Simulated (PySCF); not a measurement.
Precursor series Zn Br-H. All species are isolated molecules in the gas phase.

The LUMO from two functionals at the same geometries (BP86-D3(BJ)/def2-SVP), both in PySCF: PBE-D3(BJ)/def2-TZVP and B3LYP-D3(BJ)/def2-TZVP. B3LYP has the VWN-RPA correlation part, as in Gaussian. 

```tsv
species	B3LYP-D3(BJ)/def2-TZVP (eV)
0 of 2 Br replaced by H ([Zn(Br)2])	-2.17
1 of 2 Br replaced by H	-0.96
2 of 2 Br replaced by H ([Zn(H)2])	-0.96
```

### Question
What does PBE-D3(BJ)/def2-TZVP give for each?

### Answer

- 0 of 2 Br replaced by H ([Zn(Br)2]): -2.74
- 1 of 2 Br replaced by H: -1.47
- 2 of 2 Br replaced by H ([Zn(H)2]): -1.40
Over these rows, drawn at random from the members with no instability flagged (it was tested for open shells, ions and some series alone), PBE minus B3LYP-D3(BJ): mean -0.51 eV, from -0.57 eV to -0.44 eV.
